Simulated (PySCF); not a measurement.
**[Ce(NO2)]2+ at several levels of theory**

Computed with PySCF 2.14.0 (density fitting, no spin-orbit coupling) at the geometry relaxed with r2SCAN:

```xyz
4
[Ce(NO2)]2+ (singlet in the valence; each metal's 4f electrons, 1 of them, lie in its core potential, out of spins and levels)
Ce    0.0000    0.0000   -0.4444
O     1.0438    0.0000    1.6164
O    -1.0438    0.0000    1.6164
N     0.0000    0.0000    2.3506
```

```tsv
level	basis	state	HOMO (eV)	gap (eV)	charge on Ce1 (e)	population of f-type functions on Ce1 (polarisation alone where 4f lies in the core)	dipole about the centre of mass (D)	largest force component (eV/Å)
r2SCAN	Ce lcecp-1-SVP with ECP47, O def2-SVP, N def2-SVP	singlet	-17.54	2.55	2.13	0.04	7.32	0.02
TPSS	the same	singlet	-17.39	2.28	2.08	0.04	7.01	0.70
r2SCAN	Ce lcecp-1-TZVP with ECP47, O def2-TZVP, N def2-TZVP	singlet	-17.42	2.71	2.19	0.06	7.04	0.92
```

In the lcecp rows the 4f levels are missing from HOMO and gap, and the state counts the valence alone.

Charges are Mulliken's, which hang on the basis. The relaxation used the grid (50, 194), these runs (75, 302) or, all-electron (x2c bases, spin-free X2C Hamiltonian), (99, 590).

Problem. A further run in the first row's basis gives HOMO (eV) -18.53, gap (eV) 3.95, charge on Ce1 (e) 2.11, population of f-type functions on Ce1 (polarisation alone where 4f lies in the core) 0.04, dipole about the centre of mass (D) 7.37, largest force component (eV/Å) 0.13. Which level was it?
A. HF
B. revPBE
C. B3LYP

Solution. C. The others give HOMO -22.68 eV (HF); -17.28 eV (revPBE).

In the first row's basis the gap widens with exact exchange: 2.1 to 2.5 eV for revPBE, TPSS, r2SCAN (none); 4.0 eV for B3LYP (a fixed share); 11.9 eV for Hartree–Fock (rising or full at long range).

No frequency check is given that shows the relaxed geometry to be a minimum. An lcecp potential fixes the number of 4f electrons, so in runs with it no electron can move into or out of that shell.
